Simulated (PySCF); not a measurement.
PySCF 2.14 output of an unrestricted LDA calculation on a single atom or ion in aug-cc-pCVTZ-DK (7s6p4d2f, 59 functions), with scalar relativity by spin-free X2C-1e:

```
SCF conv_tol = 1e-09
number electrons alpha = 2  beta = 1
    P. A. M. Dirac.,  Math. Proc. Cambridge Philos. Soc. 26, 376 (1930)
    F. Bloch.,  Z. Phys. 57, 545 (1929)
    S. H. Vosko, L. Wilk, and M. Nusair.,  Can. J. Phys. 58, 1200 (1980)
cycle= 1 E= -34.4179013565289  delta_E= -0.00355  |g|= 0.0243  |ddm|= 0.0859
cycle= 2 E= -34.417925428363  delta_E= -2.41e-05  |g|= 0.00258  |ddm|= 0.0118
cycle= 3 E= -34.4179257148894  delta_E= -2.87e-07  |g|= 6.25e-06  |ddm|= 0.000925
cycle= 4 E= -34.4179257148914  delta_E= -1.96e-12  |g|= 9.32e-08  |ddm|= 9.48e-06
converged SCF energy = -34.4179257148914  <S^2> = 0.75000167  2S+1 = 2.0000017
```

The run itself started from symmetry-adapted Hartree-Fock orbitals and held the occupation by maximum overlap, on a logarithmic radial grid, so the iterations belong to that start.

Question: Which element, charge and spin multiplicity is this?

Answer: C(3+) (carbon, charge +3), multiplicity 2; the state was [He] 2s1, 2S determinant.
